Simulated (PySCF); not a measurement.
PtO2, SMILES [O]=[Pt]=[O] (connectivity only; charge and spin as stated), neutral, multiplicity 3.

Geometry optimised at B3LYP-D3(BJ)/def2-TZVP. The multiplicity is an assumed one; other spin states were not compared. The def2 effective core potentials stand for the cores of Pt; spin–orbit coupling is left out.

All values below come from PySCF 2.14.0 with B3LYP-D3(BJ)/def2-TZVP.

Frequencies are harmonic and unscaled.

Question: List the normal modes with their intensities. (An estimate is asked for; the answer gives what the named calculation found.)

Answer: 
```
mode  ν (cm⁻¹)  IR (km/mol)  moving atoms (share of kinetic energy)
----  --------  -----------  --------------------------------------
1          140          7.9                         O 88 %, Pt 12 %
2          876         90.8                         O 87 %, Pt 13 %
3          881          4.8                                  O 98 %
```
